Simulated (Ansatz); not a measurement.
`[OH][Sn][N]([SiH3])[SiH3]` + H–F → `[F][Sn][N]([SiH3])[SiH3]` + H₂O at 700 K and 1 bar (ligand exchange at the Sn–O bond).

Gas-phase electronic energies from Ansatz, PBE0-D4/def2-TZVP geometries. CCSD(T)/CBS is the MP2 limit (def2-TZVPP, def2-QZVPP) plus CCSD(T) − MP2 in def2-TZVPP, frozen cores. This one scheme is used for every species. def2 core potentials past Kr. For Sn outer-core shells are correlated without core-valence functions, which leaves a few kJ/mol of doubt a bond. One conformer a species, not always the lowest.

| species | CCSD(T)/CBS energy (Eh) | H − E (kJ/mol) | S (J/(mol·K)) |
| --- | --- | --- | --- |
| `[OH][Sn][N]([SiH3])[SiH3]` | -926.36330 | 281.3 | 560.1 |
| H–F | -100.39570 | 45.2 | 198.5 |
| `[F][Sn][N]([SiH3])[SiH3]` | -950.39647 | 245.5 | 538.9 |
| H₂O | -76.37941 | 80.5 | 218.4 |

H − E and S are ideal-gas, rigid-rotor, harmonic terms from PBE0-D4/def2-TZVP, for one conformer and one mirror image of each species. 1 Eh = 2625.50 kJ/mol, R = 8.31446 J/(mol·K).

Task: By hand: ΔE, ΔH, ΔS and ΔG.

Result: ΔE = (-950.39647) + (-76.37941) − (-926.36330) − (-100.39570) = -0.01688 Eh = -44.3 kJ/mol. Δ(H − E) = 245.5 + 80.5 − 281.3 − 45.2 = -0.5, so ΔH = -44.8 kJ/mol. ΔS = 538.9 + 218.4 − 560.1 − 198.5 = -1.3 J/(mol·K). ΔG = -44.8 − 700 × (-1.3)/1000 = -43.9 kJ/mol.

Task: By hand: the equilibrium constant, and the temperature at which ΔG would vanish if ΔH and ΔS stayed fixed.

Result: log₁₀ K = −ΔG/(RT ln 10) = 3.3. ΔG = 0 at ΔH/ΔS = 34462 K, far beyond where these terms or the molecules hold.

The number of gas molecules stays the same, so ΔS is small and ΔH decides. A doubt of 5 kJ/mol in ΔE shifts log₁₀ K by 0.4 here. Other conformers and mirror images would add mixing entropy, several J/(mol·K) or more a flexible species. Modes under 60 cm⁻¹, often nearly free rotors, make the harmonic entropy too high. These are equilibria of isolated gas molecules and say nothing of rates. Largest T1 diagnostic: 0.016 (customary marks: 0.02 for closed shells, 0.045 for open ones).
